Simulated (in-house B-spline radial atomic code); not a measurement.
# Excitations of Hg by several methods

Full response, energies in eV; labels give the largest channel, * marks a mixed state, a dash one above the method's threshold, and an imaginary frequency an unstable closed-shell reference. Computed with a B-spline radial code for spherical atoms: linear response of the closed shell [Xe] 4f14 5d10 6s2 with each method's own kernel (bare exchange for TDHF, static screening on G0W0 levels for BSE, the adiabatic kernel for functionals); scalar-relativistic (spin-free one-electron X2C), finite nucleus, no spin-orbit coupling, no double excitations, S, P, D and F terms only; shells from n = 4 respond. Only terms of natural parity with L up to 3 were computed.

Spin-orbit coupling is strong here, so these LS terms don't match observed levels.

| method | 6s → 6p 3P | 6s → 6p 1P | α (bohr³) |
| --- | --- | --- | --- |
| TDHF | 3.267 | 5.551 | 45.14 |
| BSE on G0W0@HF | 5.498 | 7.100 | 35.17 |
| LDA VWN5 | ? | ? | ? |
| PBE | 5.118 | 6.285 | 35.34 |
| PBE0 | 4.837 | 6.213 | 36.74 |
| B3LYP (VWN-RPA) | 5.087 | 6.242 | 35.93 |
| CAM-B3LYP | 4.881 | 6.161 | 36.78 |
| LC-wPBE | 4.359 | 6.042 | 38.67 |
| wB97X | 5.219 | 5.991 | 38.71 |
| HSE06 | 4.873 | 6.237 | 36.65 |
| BHandHLYP | 4.720 | 6.085 | 38.04 |
| BLYP | 5.257 | 6.250 | 35.05 |
| PBEsol | 5.171 | 6.366 | 34.87 |
| BP86 | 5.185 | 6.367 | 35.02 |
| LDA exchange-only | 4.712 | - | 36.42 |
| B97-1 | ? | ? | ? |
| RPBE | 5.026 | 6.179 | 35.98 |
| OLYP | 5.029 | 6.026 | 36.03 |

Q: What does B97-1 give?

A: 6s → 6p 3P: 5.320; 6s → 6p 1P: 6.208; α: 36.61 (eV, bohr³).

Q: What does LDA VWN5 give?

A: 6s → 6p 3P: 5.429; 6s → 6p 1P: 6.479; α: 33.97 (eV, bohr³).
